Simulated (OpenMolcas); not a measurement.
A calculation on N.

```json
{"Program": "OpenMolcas", "Method": "SS-CASPT2, IPEA 0.25 Eh, imaginary shift 0.1 Eh (closed shells correlated: 1s)", "Basis": "ANO-RCC-VQZP [5s4p3d2f1g]", "Scalar Hamiltonian": "DKH2, point nucleus", "Active space": "5 electrons in 8 orbitals (2s 2p 3s 3p)", "State averaging": "2S+1 = 4 odd, 1 root; 2S+1 = 2 odd, 8 roots; 2S+1 = 4 even, 3 roots; 2S+1 = 2 even, 5 roots kept (CI in the orbitals of an earlier block, 0 in the spin-orbit step)", "Spin-orbit coupling": "state interaction with AMFI integrals over the reference wave functions, term energies averaged over their components"}
```

**Question.** Which level of the active space comes out lowest?

**Answer.** 2s² 2p³ ⁴S°_3/2, with 100 % of that term; it is also the measured ground level.

**Question.** How high does 2s² 2p³ ²P°_3/2 lie?

**Answer.** 29000 cm⁻¹ above the lowest level; measured 28839 cm⁻¹ above the ground level, so the calculation is off by +1 %.

**Question.** How high does 2s 2p⁴ ⁴P_1/2 lie?

**Answer.** 87950 cm⁻¹ above the lowest level; measured 88171 cm⁻¹ above the ground level, so the calculation is off by 0 %.

**Question.** How high does 2s² 2p³ ²P°_1/2 lie?

**Answer.** 29000 cm⁻¹ above the lowest level; measured 28839 cm⁻¹ above the ground level, so the calculation is off by +1 %.

Measured values: NIST Handbook of Basic Atomic Spectroscopic Data.

Active for correlation alone: 3p 3s; no level in the range computed is led by a configuration that fills them, so any true level of that kind is missing. Measured partners are found by configuration, term and J. A level has none where our copy of the source lacks it or the pairing is in doubt (some pairs that miss far off the trend of their configuration count as doubtful), and it then counts in no deviation. Only configurations of the active space appear.

° marks odd parity.
